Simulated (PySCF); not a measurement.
Vertical excitations of a molecule C5H7F from TDDFT-PBE/def2-SVPD run with PySCF, as energy in eV (oscillator strength): 6.23 (0.123), 6.48 (0.039), 6.53 (0.001), 6.78 (0.004), 6.98 (0.001), 7.04 (0.118), 7.19 (0.000), 7.64 (0.059), 7.76 (0.034), 7.79 (0.037). Lowest triplet (TDA): 4.24 eV. Geometry optimised at B3LYP-D3(BJ)/def2-SVP. Other conformers were not sampled.

Task: Which structure fits?
(A) C/C=C/C=C\F
(B) C=C(F)/C=C/C
(C) CC#C[C@@H](C)F
(D) C=C1CC(F)C1

Result: D, C=C1CC(F)C1
